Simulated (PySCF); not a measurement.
# Electric field gradients and quadrupole coupling constants

Species: C₇H₈O₂Si.
Geometry (GFN2-xTB, Å), atoms numbered from 1 in this order:
```xyz
18
C7H8O2Si angstrom
O     -2.3925    2.4575   -0.3207
C     -1.8979    1.3701   -0.1073
C     -2.5747    0.2949    0.5984
C     -2.0099   -0.9217    0.7255
C     -0.7219   -1.2289    0.1834
C      0.0258   -0.3135   -0.4752
C      1.3696   -0.5752   -1.0184
Si     2.7202    0.1562    0.1443
C     -0.4648    1.0738   -0.5945
O      0.2280    1.9700   -1.0246
H     -3.5578    0.5146    0.9870
H     -2.5389   -1.7144    1.2362
H     -0.3484   -2.2364    0.3048
H      1.4799   -0.0857   -1.9849
H      1.5373   -1.6438   -1.1420
H      4.0065   -0.1781   -0.4681
H      2.5820   -0.5258    1.4351
H      2.5488    1.5929    0.2959
```

Field gradients from the PBE0/pcSseg-1 density (PySCF, non-relativistic), principal values in atomic units, ordered |Vxx| ≤ |Vyy| ≤ |Vzz|:

```tsv
atom	Vxx	Vyy	Vzz
O1	0.4597	1.7046	-2.1642
O10	0.4324	1.7023	-2.1348
```

Q: Find the asymmetry η = (Vxx − Vyy)/Vzz and the couplings χ = eQV/h (234.96 MHz × Q in barn × V in au), with Q(17O) = −0.0256 b.

A: 
```tsv
atom	environment	nucleus	η	χzz (MHz)	χxx (MHz)	χyy (MHz)
O1	ketone oxygen	17O	0.58	13.02	-2.76	-10.25
O10	ketone oxygen	17O	0.59	12.84	-2.60	-10.24
```

Q: What is Vzz at O1 in SI units (1 au = 9.71736 × 10²¹ V/m²)?

A: -2.1642 au = -21.030 × 10²¹ V/m².

Q: And the gradient at the other heavy atoms, for which no coupling is worked out here?

A: 
```json
{"atom": "C2", "environment": "ketone carbonyl carbon", "Vzz (au)": "0.482", "η": "0.14"}
{"atom": "C3", "environment": "alkene CH carbon", "Vzz (au)": "0.273", "η": "0.45"}
{"atom": "C4", "environment": "alkene CH carbon", "Vzz (au)": "0.419", "η": "0.28"}
{"atom": "C5", "environment": "alkene CH carbon", "Vzz (au)": "0.314", "η": "0.29"}
{"atom": "C6", "environment": "fully substituted alkene carbon", "Vzz (au)": "0.335", "η": "0.41"}
{"atom": "C7", "environment": "sp3 carbon bound to silicon", "Vzz (au)": "0.082", "η": "0.13"}
{"atom": "Si8", "environment": "SiH3 silicon", "Vzz (au)": "0.283", "η": "0.45"}
{"atom": "C9", "environment": "ketone carbonyl carbon", "Vzz (au)": "0.497", "η": "0.06"}
```

Were the hydrogens deuterons (Q(2H) = 0.00286 b), χzz would run from 108 kHz (H17) to 219 kHz (H11).

One conformer (not necessarily the lowest) at the GFN2-xTB geometry, without solvent, vibrations or thermal averaging. GFN2-xTB bond lengths can be off by several hundredths of an ångström, more for odd bonds, and the gradients follow them. With a basis this small, the couplings can be 20 % off.
